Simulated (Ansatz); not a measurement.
CH$_{2}$BClS$_{2}$ (`S=CB(S)Cl`), 7 atoms. The species carries charge 0 and has multiplicity 1. All runs use 2 threads of an Arm Neoverse V2 on a shared host. Correlated methods freeze the cores.

**Question.** How many basis functions does each run have, and how long does it take in Ansatz? RKS BLYP-D4/def2-TZVPP energy; RKS PBE0-D4/def2-TZVP frequencies; RHF-MP2/def2-QZVPP energy; direct RPA on PBE orbitals/def2-TZVPP energy; RKS r2SCANh-D4/def2-TZVPP energy; RKS ωB97M-V/def2-QZVPP energy; RKS PBE0-D4/def2-SVP energy; RKS PBE0-D4/def2-QZVPP energy; RKS r2SCAN-D4/def2-TZVPP energy and forces; RKS ωB97M-V/def2-SVP energy; RHF-CCSD(T)/def2-TZVPP energy; RKS PBE0-D4/def2-TZVP relaxation (7 steps). (Best estimate.)

**Answer.** Ansatz gave: Other jobs shared the machine, so times are rough.

```
                                level                   job  functions  wall time  peak host memory (GiB)
                 RKS PBE0-D4/def2-SVP                energy         92      1.4 s                    0.43
               RKS BLYP-D4/def2-TZVPP                energy        216      3.3 s                    0.29
                 RKS ωB97M-V/def2-SVP                energy         92      6.5 s                    0.43
direct RPA on PBE orbitals/def2-TZVPP                energy        216        7 s                    0.43
             RKS r2SCAN-D4/def2-TZVPP     energy and forces        216        8 s                    0.31
            RKS r2SCANh-D4/def2-TZVPP                energy        216        8 s                    0.57
               RKS PBE0-D4/def2-QZVPP                energy        384       12 s                     1.2
                   RHF-MP2/def2-QZVPP                energy        384       24 s                     1.8
               RKS ωB97M-V/def2-QZVPP                energy        384       28 s                     1.4
                RKS PBE0-D4/def2-TZVP  relaxation (7 steps)        185       40 s                    0.49
               RHF-CCSD(T)/def2-TZVPP                energy        216      100 s                     2.9
                RKS PBE0-D4/def2-TZVP           frequencies        185    2.6 min                     0.5
```
